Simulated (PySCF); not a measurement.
Species: Ge₂H₉NSi.
SMILES with atom numbers: `[NH2:1][GeH2:2][GeH2:3][SiH3:4]` (hydrogens: H5, H6 on N1; H7, H8 on Ge2; H9, H10 on Ge3; H11, H12, H13 on Si4)

Theory: core-valence-separated Tamm–Dancoff BHandHLYP/aug-pcX-1 (pcseg-1 on H, def2-SVPD on Si, def2-SVPD on Ge) in PySCF, non-relativistic, gas phase, PBE0-D3(BJ)/def2-SVP geometry.

Computed nitrogen K-edge spectrum, Gaussian lines of 0.6 eV full width, highest printed point 100; it ends one width below the last computed root. The energies are unshifted.

```
photon energy (eV)  absorption
             397.8           0
             397.9           0
             398.0           1
             398.1           2
             398.2           4
             398.3           7
             398.4          11
             398.5          15
             398.6          17
             398.7          16
             398.8          14
             398.9          10
             399.0           7
             399.1           5
             399.2           7
             399.3          14
             399.4          26
             399.5          43
             399.6          64
             399.7          83
             399.8          96
             399.9         100
             400.0          94
             400.1          79
             400.2          61
             400.3          43
             400.4          29
             400.5          22
             400.6          20
             400.7          21
             400.8          23
             400.9          24
             401.0          22
```

Question: Assign the maxima to core holes.

Answer: 3 maxima:
- 398.6 eV: N1 (nitrogen bonded to Ge and 2 H), 398.63 eV, f = 0.010, 100 % of the height at the exact maximum
- 399.9 eV: N1 (nitrogen bonded to Ge and 2 H), 399.75 eV, f = 0.037, 54 % of the height at the exact maximum; N1 (nitrogen bonded to Ge and 2 H), 400.05 eV, f = 0.033, 46 % of the height at the exact maximum
- 400.9 eV: N1 (nitrogen bonded to Ge and 2 H), 400.75 eV, f = 0.006, 35 % of the height at the exact maximum; N1 (nitrogen bonded to Ge and 2 H), 400.84 eV, f = 0.005, 32 % of the height at the exact maximum; N1 (nitrogen bonded to Ge and 2 H), 401.04 eV, f = 0.005, 29 % of the height at the exact maximum

Roots within 0.03 eV on the same or equivalent atoms count as one line; shares under 12 % aren't listed.

Vibrational structure and lifetime widths aren't in the curve. The ionisation threshold wasn't computed; near and above it a finite basis only mimics Rydberg series and continuum. Relativistic effects, spin–orbit coupling among them, are left out although an element past zinc is present.

The run took 12 s wall on one thread of an Arm Neoverse V2 (shared host).

Conformer computed: `[NH2:1][GeH2:2][GeH2:3][SiH3:4]`: N1–Ge2–Ge3–Si4 24°, H–N1–Ge2–Ge3 62°, H–N1–Ge2–Ge3 -173°.

One conformer stands for the species.
